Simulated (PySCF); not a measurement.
Computed vibrations of [Dy(H2O)6]3+

[Dy(H2O)6]3+ (singlet in the valence; each metal's 4f electrons, 9 of them, lie in its core potential, out of spins and levels). PySCF 2.14.0, RKS PBE0, Dy lcecp-1-SVP with ECP55, O def2-SVP, H def2-SVP; non-relativistic Hamiltonian with scalar-relativistic core potentials where named; density fitting; no spin-orbit coupling. Central differences of gradients.

```xyz
19

Dy    0.0000    0.0000    0.0000
O     0.0000    0.0000    2.3573
H     0.5528    0.5316    2.9622
H    -0.5528   -0.5316    2.9622
O     0.0000    0.0000   -2.3573
H     0.5503   -0.5342   -2.9622
H    -0.5503    0.5342   -2.9622
O     2.3515   -0.0055    0.0000
H     2.9515   -0.5517    0.5448
H     2.9540    0.5379   -0.5448
O     0.0055    2.3573    0.0000
H     0.5585    2.9609    0.5329
H    -0.5446    2.9635   -0.5329
O    -2.3515    0.0055    0.0000
H    -2.9515    0.5517    0.5448
H    -2.9540   -0.5379   -0.5448
O    -0.0055   -2.3573    0.0000
H    -0.5585   -2.9609    0.5329
H     0.5446   -2.9635   -0.5329
```

Run from Python with OMP_NUM_THREADS=4. Where DIIS fails, smearing, a level shift and second-order steps follow.
It took 5 min on 4 threads of Intel(R) Xeon(R) 6975P-C (Granite Rapids), with other jobs on the host.

(1) What are the harmonic wavenumbers and infrared intensities?

(2) Is this a minimum?

An lcecp potential fixes the number of 4f electrons, so in runs with it no electron can move into or out of that shell.

## Answers

(1) Negative numbers are unstable modes, those under 60 cm⁻¹ near the noise; a finer grid moves soft modes by up to 10 cm⁻¹. The run didn't use the full symmetry, so degenerate modes split by noise.
```
cm⁻¹  km/mol
-218       –
-100       –
-100       –
  41     0.0
  63     0.6
  63     0.6
  80     6.8
  85     5.7
  85     5.7
  98     0.0
  98     0.0
 115     0.2
 199     0.0
 224     0.0
 294     0.0
 326     0.0
 329     0.0
 330     5.0
 330     5.0
 335     4.3
 358     0.0
 515     0.0
 522    22.1
 522    22.1
 554     0.0
 561     1.0
 561     1.0
 600   209.1
 602   644.1
 602   644.0
 617   615.0
 620   170.7
 620   170.7
1665   256.9
1667     0.0
1670     0.0
1677   260.9
1677   260.9
1689     0.0
3708   652.8
3708     0.0
3713     0.0
3717   611.1
3717   611.1
3733     0.0
3762   363.6
3762   363.6
3763     0.0
3767   282.3
3767   282.3
3770   629.2
```

(2) No: 3 unstable; the lowest moves the atoms so:
```
Dy   0.00  0.00  0.00
O    0.00  0.00  0.00
H    0.23 -0.24  0.00
H   -0.23  0.24  0.00
O    0.00  0.00  0.00
H    0.23  0.23  0.00
H   -0.23 -0.23  0.00
O    0.00  0.00  0.00
H    0.00 -0.14 -0.14
H    0.00  0.14  0.14
O    0.00  0.00  0.00
H   -0.23  0.00  0.23
H    0.23  0.00 -0.23
O    0.00  0.00  0.00
H    0.00  0.14 -0.14
H    0.00 -0.14  0.14
O    0.00  0.00  0.00
H    0.23  0.00  0.23
H   -0.23  0.00 -0.23
```
